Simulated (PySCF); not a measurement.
A GIAO shielding run with PySCF (density fitting, non-relativistic, gas phase) on `C1C([Si@@H]2[SiH2]CCC2)C1`, C6H14Si2:

```
{"job": {"kind": "nmr", "xc": "PBE0", "basis": "pcSseg-1"}, "charge": 0, "multiplicity": 1}
C     -2.444733     0.429799    -0.659228
C     -2.229144    -0.916436     0.048860
Si    -0.914047    -0.683984     1.412432
Si     0.140682     1.081049     0.277355
C      1.893722     0.734320    -0.275517
C      2.842898    -0.063213     0.585858
C      2.294104    -0.669885    -0.662289
C     -1.123784     1.038855    -1.153199
H     -3.150678     0.310606    -1.499545
H     -2.930877     1.133983     0.040588
H     -3.173685    -1.323106     0.443317
H     -1.840616    -1.658656    -0.671060
H     -0.107044    -1.923374     1.649887
H     -1.540095    -0.284709     2.712996
H      0.069532     2.386545     1.010687
H      2.362825     1.530677    -0.865779
H      3.894248     0.236809     0.596651
H      2.479049    -0.441875     1.546456
H      2.963306    -0.793410    -1.518082
H      1.551602    -1.469239    -0.563163
H     -1.283513     2.034935    -1.595968
H     -0.693904     0.403929    -1.948733
```

Hardware: 1 thread of an Arm Neoverse V2, shared host. The job also computes population analyses, field gradients, ring-centre shieldings.

(1) How large is the calculation?

(2) How long does it take?

(3) And these other runs on the same molecule and hardware: GIAO shielding at mPW1PW91/pcSseg-1?

Results:

(1) 78 electrons, 220 basis functions and 1184 auxiliary functions.

(2) 44 s of wall time, with 12 SCF cycles and 4 response iterations. Times on a shared host scatter by some tens of per cent.

(3) mPW1PW91/pcSseg-1: 220 functions, 41 s.
